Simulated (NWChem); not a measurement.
System: TeCl₃ cation; SMILES Cl[Te+](Cl)Cl

Program: NWChem. B3LYP is NWChem's, with the RPA form of VWN correlation. The level has its own optimisation; frequencies are unscaled.

Task: What does the run give for B3LYP/3-21G (all-electron, non-relativistic)? Quantities: r Cl–Te (Å); highest harmonic frequency (cm⁻¹); lowest (cm⁻¹); zero-point energy (kcal/mol).

Result: 
* **r Cl–Te (Å)**: 2.453
* **highest harmonic frequency (cm⁻¹)**: 336
* **lowest (cm⁻¹)**: 104
* **zero-point energy (kcal/mol)**: 1.9
